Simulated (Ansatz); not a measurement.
Ansatz (a quantum-chemistry and plane-wave program) input:

Ansatz 0.2 input:
```yaml
crystal:
  periodic: [false, false, false]
  atoms:
    - {symbol: Hg, position_ang: [-0.00000000, -0.00000000, -1.43698630]}
    - {symbol: Hg, position_ang: [0.00000000, 0.00000000, 1.43698630]}
basis:
  gaussian:
    orbitals: def2-TZVPD
hamiltonian:
  xc: {name: B2PLYP}
total_charge: 1
magnetization: {spin_polarized: true, initial_magnetization: 1}
correlation: {electrons: outside_noble_gas}
```

Problem. Which total energy does the run end on?

Solution. -306.26957 Eh (B2PLYP/def2-TZVPD). The basis has 92 functions.

The spin state was set by rule; other spins were not relaxed.
